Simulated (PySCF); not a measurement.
# Correlation energy of K⁻ (potassium, charge -1)

[Ar] 4s2, closed-shell 1S. Calculation: PySCF 2.14, in aug-cc-pVDZ-X2C (6s5p3d, 36 functions); the spin-free X2C one-electron Hamiltonian (Gaussian nucleus). Frozen: [Ar]; 2 electrons correlated.

With two correlated electrons CCSD is exact within the correlated space (frozen core and kept virtual orbitals).

| level | correlation energy (mhartree) |
| --- | --- |
| CCSD | -21.01 |

Diagnostics: T1 = 0.043, D1 = 0.0603, largest double amplitude 0.151.

T1 exceeds 0.03, a sign that the reference determinant is poor. A double-excitation amplitude exceeds 0.15, a sign of near-degeneracy.

Cost of the coupled-cluster step: about 0.24 core-seconds, for 2 correlated electrons.
